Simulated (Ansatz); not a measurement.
Mulliken charges of FH₂InSe (`[F][InH][SeH]`) from ωB97M-V/def2-TZVPP in Ansatz (PBE0-D4/def2-TZVP geometry).

```json
{"atom": "F1", "x (Å)": "-1.033", "y (Å)": "-1.219", "z (Å)": "1.034", "charge (e)": "-0.498"}
{"atom": "In2", "x (Å)": "-0.590", "y (Å)": "-0.046", "z (Å)": "-0.466", "charge (e)": "0.734"}
{"atom": "Se3", "x (Å)": "1.666", "y (Å)": "0.913", "z (Å)": "-0.090", "charge (e)": "-0.293"}
{"atom": "H4", "x (Å)": "-1.751", "y (Å)": "0.108", "z (Å)": "-1.694", "charge (e)": "-0.047"}
{"atom": "H5", "x (Å)": "1.758", "y (Å)": "0.170", "z (Å)": "1.175", "charge (e)": "0.104"}
```

Question: By hand: the dipole of these point charges (1 e Å = 4.8032 D).

Answer: Σ q r = (-0.142, 0.318, -0.629) e Å, of length 0.719 e Å = 3.45 D.

Question: How does the dipole of the full density compare? (An estimate is asked.)

Answer: Computed: (-0.013, 0.239, -0.393) e Å, 2.21 D; the point charges give 1.56 times that, at 11° from its direction.

Point charges leave out the atoms' own dipoles, such as those of lone pairs, and Mulliken's split depends on the basis, so the two needn't agree.
